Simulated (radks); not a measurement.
Effect of the nuclear size on the lead ion Pb+, [Hg] 6p1. Calculated with a radial shooting solver on a logarithmic mesh with Libxc functionals: Dirac Kohn-Sham, relativistic LDA (MacDonald-Vosko exchange, VWN5 correlation), spin-unpolarised, spherical densities, finite nucleus; open shells fill j = l - 1/2 first; Fermi nuclear charge, rms radius 5.5012 fm. The rms radius is varied about that value; shifts are against it.

rms radius (fm)  total energy shift (eV)  density at nucleus (e/bohr^3)  1s1/2 shift (meV)  2s1/2 shift (meV)  5s1/2 shift (meV)  5p1/2 shift (meV)  6s1/2 shift (meV)  6p1/2 shift (meV)  7s1/2 (empty) shift (meV)
4.6045                             -39.1                      2.909e+06             -15500              -2350              -28.4              0.637              -2.96              0.502                     -0.418
5.0776                             -19.0                      2.788e+06              -7510              -1140              -13.8              0.308              -1.43              0.243                     -0.203
5.5012                                 0                      2.693e+06              0.000              0.000              0.000              0.000              0.000              0.000                      0.000
5.9083                              19.0                      2.611e+06               7530               1140               13.8             -0.307               1.44             -0.244                      0.203
6.805                               63.6                      2.455e+06              25200               3820               46.2              -1.02               4.81             -0.814                      0.679

Slopes of the eigenvalues against <r^2> in GHz/fm^2, as finite differences over the two radii next to the reference (eigenvalue slopes, not the field-shift constants of lines): 1s1/2 399000, 2s1/2 60600, 5s1/2 732, 5p1/2 -16.3, 6s1/2 76.1, 6p1/2 -12.9, 7s1/2 (empty) 10.8.
